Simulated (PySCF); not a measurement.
Calculation: B3LYP-D3(BJ)/def2-TZVP // r2SCAN-D4/def2-SVP (PySCF). All species are isolated molecules in the gas phase. One relaxed conformer stands for a flexible species; it need not be the lowest. B3LYP has the VWN-RPA correlation part, as in Gaussian. 

Reference species: [Hf(OH)4] (neutral, multiplicity 1).

```json
{
  "charge on the central atom (Mulliken)": "1.63 e",
  "coordination_number": "4",
  "LUMO": "-0.21 eV"
}
```

After one change: the charge on the central atom (Mulliken) falls by 0.65 e; the coordination number is nearly the same; the LUMO falls by 1.47 eV.

Q: Which change was made? The new species is one of these.
A) [Hf(OH)3(H)]
B) [Hf(H)4]
C) [Hf(OH)(H)3]
D) [Hf(OH)2(H)2]

A: C, [Hf(OH)(H)3]
